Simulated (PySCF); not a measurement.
## Exact mass, isotope pattern and composition

Species: `C=C[SiH](C=C)N([SiH3])[SiH3]`.

All values are calculated from tables of isotopes.

(1) Find the molar and monoisotopic masses of C4H13NSi3.

(2) Give the isotope pattern of the molecular ion M+•, merging species of the same nominal mass.

(3) How many rings plus π bonds does the formula give with the usual valences, and does the nitrogen rule hold?

(4) What resolving power m/Δm just matches the spacing of the species with one 29Si and with one 13C?

(5) Resolve the fine structure: one atom at a time replaced by a minor isotope.

Results:

(1) For C4H13NSi3, with standard atomic weights, 4 × 12.011 + 3 × 28.085 + 1 × 14.007 + 13 × 1.008 = 159.410 g/mol. From the most abundant isotopes (12C, 28Si, 14N, 1H), 4 × 12.000000 + 3 × 27.976927 + 1 × 14.003074 + 13 × 1.007825 = 159.0356 u.

(2) 
```csv
nominal mass,m/z (centroid),relative intensity
159,159.0350,100.0
160,160.0354,20.1
161,161.0325,11.6
162,162.0327,1.6
163,163.0298,0.4
```

Lines under 0.1 % of the tallest are left out. One electron mass, 0.00055 u, is taken off. Abundances used (%; other tables differ somewhat): 12C 98.93, 13C 1.07; 28Si 92.2297, 29Si 4.6832, 30Si 3.0872; 14N 99.632, 15N 0.368; 1H 99.9885, 2H 0.0115.

(3) (2 × 7 + 2 + 1 − 13)/2 = 2; the structure has 0 rings and 2 π bonds. The nominal mass 159 is odd, with 1 nitrogen, as the rule says.

(4) They lie 0.00379 u apart at mass 160.04, so m/Δm is about 42000.

(5) Intensity in % of the monoisotopic species:

```csv
isotope,mass shift (u),m/z,intensity (%)
15N,+0.99703,160.0321,0.37
29Si,+0.99957,160.0346,15.23
13C,+1.00335,160.0384,4.33
2H,+1.00628,160.0413,0.15
30Si,+1.99684,161.0319,10.04
```

Species under 0.02 % are left out.
